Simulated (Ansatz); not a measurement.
Pulling on the H–H spacing in H8 chain (multiplicity 1 held). Energies count from the point at 0.900 Å.
Geometry at that point (charge 0, multiplicity 1):
```xyz
8

H      0.00000     0.00000     0.00000
H      0.00000     0.00000     0.90000
H      0.00000     0.00000     1.80000
H      0.00000     0.00000     2.70000
H      0.00000     0.00000     3.60000
H      0.00000     0.00000     4.50000
H      0.00000     0.00000     5.40000
H      0.00000     0.00000     6.30000
```

R- and RO- levels are restricted; in cc, def2 and unpolarised 6-31G sets they are followed outwards from rest. Unrestricted levels (U-) break spin symmetry where that is lower. Full CI gives the lowest state of the spin. Levels need not reach the same state.

Programs: Ansatz (Gaussian basis) for Hartree–Fock, density functionals and correlated methods. 

The comparison value is 11.985 eV (FCI/6-31G). Full CI is exact for the correlated electrons in its own basis alone.

Q: Order these levels by the size of their error in the energy at R = 3.600 Å, against full CI in the same basis, smallest first: U-SCS-MP2/6-31G, R-SCS-MP2/6-31G, U-CCSD/6-31G, R-MP2/6-31G, U-HF/6-31G. Give each level's value less the comparison value.

A: U-CCSD/6-31G (-0.055 eV), U-SCS-MP2/6-31G (-0.701 eV), R-SCS-MP2/6-31G (2.691 eV), U-HF/6-31G (-3.392 eV), R-MP2/6-31G (5.668 eV)

Doubts at one or more of the structures used: a spin-contaminated determinant (U-SCS-MP2/6-31G, U-CCSD/6-31G, U-HF/6-31G); a restricted determinant that unrestricted orbitals would lower (R-SCS-MP2/6-31G, R-MP2/6-31G).

Ansatz is an electronic-structure program.
